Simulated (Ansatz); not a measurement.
Energy needed to pull apart GeH$_{4}$SO (SMILES O[S][GeH3]), singlet, into free ground-state atoms, from the structure below (displaced at random from a GFN2-xTB minimum); no zero-point or spin–orbit terms; open-shell atoms are treated unrestricted, in their ground-state multiplicity.

```
7
angstrom
O -0.4773 -1.7490 0.1630
S -1.2805 -0.4287 0.5458
Ge 0.3971 0.8862 -0.0469
H -1.0949 -2.3087 -0.4208
H 0.7115 0.7526 -1.5673
H 0.1078 2.2385 0.5295
H 1.4162 0.4162 0.8288
```

Computed with Ansatz 0.2.0 (basis: def2-TZVPP); correlated methods freeze the cores. Filled d shells of the heavier atoms are correlated. The def2 sets are not built for correlating such inner shells, so the correlated values are less sure here.

| method | atomization energy (eV) |
| --- | --- |
| PBE-D4 | 19.62 |
| BLYP-D4 | 19.23 |
| r2SCAN-D4 | 19.47 |
| PBE0-D4 | ? |
| r2SCANh-D4 | ? |
| wB97M-V | 19.45 |
| HF | 12.47 |
| MP2 | 19.03 |
| CCSD | 18.54 |
| CCSD(T) | 18.90 |

(1) What does r2SCANh-D4 give? (To be estimated.)

(2) What does PBE0-D4 give? (An estimate is asked for; the value comes from the calculation.)

The T1 diagnostic stays at or below 0.013.

Results:

(1) Computed: 19.28 eV, which is about 0.38 eV more than CCSD(T)/def2-TZVPP.

(2) Computed: 19.16 eV, which is about 0.26 eV more than CCSD(T)/def2-TZVPP.

In triple zeta the MP2 and coupled-cluster atomization energies are still short of their basis limit by a few kcal/mol a bond, whereas those of the functionals are nearly converged, so these differences are not deviations from converged CCSD(T).

For scale, one of the runs: CCSD(T)/def2-TZVPP forces, 177 basis functions (an equivalent command: `ansatz run in.yaml --threads 4`). Time: 3.4 min of wall clock on 4 CPU threads; the host was shared. Peak host memory: 2.9 GiB.
